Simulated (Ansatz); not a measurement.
Job for Ansatz (a quantum-chemistry and plane-wave program): R-CCSD(T)/cc-pVDZ on C5H5 (SMILES C1=C[CH+]C=C1), 2S+1 = 1, a spin state set in the input, which need not be the lowest, at the other state's geometry. Charge +1.

Ansatz 0.2 input:
```yaml
crystal:
  periodic: [false, false, false]
  atoms:
    - {symbol: C, position_ang: [-0.48953557, -1.08521547, 0.20640384]}
    - {symbol: C, position_ang: [-1.19922203, 0.10561224, -0.10321249]}
    - {symbol: C, position_ang: [-0.25162440, 1.15048743, -0.27019267]}
    - {symbol: C, position_ang: [1.04370960, 0.60542809, -0.06377577]}
    - {symbol: C, position_ang: [0.89667241, -0.77631229, 0.23077708]}
    - {symbol: H, position_ang: [-0.92708670, -2.05519044, 0.39088938]}
    - {symbol: H, position_ang: [-2.27109705, 0.20000938, -0.19546470]}
    - {symbol: H, position_ang: [-0.47652847, 2.17880304, -0.51169321]}
    - {symbol: H, position_ang: [1.97658626, 1.14656495, -0.12077910]}
    - {symbol: H, position_ang: [1.69812596, -1.47018693, 0.43704762]}
basis:
  gaussian:
    orbitals: cc-pVDZ
total_charge: 1
magnetization: {spin_polarized: false}
correlation: {method: ccsd_t, electrons: outside_noble_gas}
scf: {omitted_lower_state_checks: [cluster_reference]}
```

It printed:

```
WARN ansatz: RAYON_NUM_THREADS=6 ignored (pool sized by the plan → 6); use --threads N
Functional definition: HF
these checks for a lower state are left out or cut short: cluster_reference
integrals: 0.10 GiB planned
875 factors; integrals over basis functions are off by at most 1.1e-3 eV
mean field: 0.22 GiB planned
mean field evaluation 1: about -5217.6195 eV, gradient 3.6e1 eV
mean field evaluation 2: about -5217.9227 eV, gradient 3.5e1 eV
mean field evaluation 4: about -5221.4679 eV, gradient 3.5e0 eV
mean field evaluation 8: about -5221.5140 eV, gradient 4.9e-4 eV
mean field evaluation 16: about -5221.5138 eV, gradient 1.9e-1 eV
mean field evaluation 32: about -5221.5140 eV, gradient 3.9e-3 eV
mean field evaluation 64: about -5221.5140 eV, gradient 9.0e-3 eV
mean field evaluation 96: about -5221.5140 eV, gradient 9.2e-4 eV
mean field -5221.51401868 eV, -191.8871009170 hartree, gradient 8.2e-6 eV, S^2 0.000000; 6 other end points of the search recorded, 0 dependent functions left out; unrestricted orbitals would lower it
5 core orbitals not correlated
reference -5221.51401868 eV, -191.8871009170 hartree; 12, 12 occupied and 78, 78 virtual orbitals, 875 factors
second order -16.81563102 eV of doubles, -0.00000000 eV of singles
coupled cluster: 0.34 GiB planned
cycle   1  -17.29457203 eV  change   -4.8e-1 eV  update   1.2e-1
cycle   2  -17.85393398 eV  change   -5.6e-1 eV  update   4.0e-2
cycle   3  -18.01534525 eV  change   -1.6e-1 eV  update   2.2e-2
cycle   4  -18.00681346 eV  change    8.5e-3 eV  update   7.4e-3
cycle   5  -18.00893135 eV  change   -2.1e-3 eV  update   3.3e-3
cycle   6  -18.00885564 eV  change    7.6e-5 eV  update   1.5e-3
cycle   7  -18.00886903 eV  change   -1.3e-5 eV  update   6.0e-4
cycle   8  -18.00914680 eV  change   -2.8e-4 eV  update   2.1e-4
cycle   9  -18.00912456 eV  change    2.2e-5 eV  update   5.3e-5
cycle  10  -18.00912877 eV  change   -4.2e-6 eV  update   2.0e-5
coupled cluster: 0.34 GiB planned
perturbative correction -0.85840880 eV, -0.0315459417 hartree
Total energy: -5240.38155625 eV, -192.5804701340 hartree
Checks for a lower state left out: cluster_reference
```

The calculation finished and met its thresholds.

Cost: around 25 core-seconds (rough).
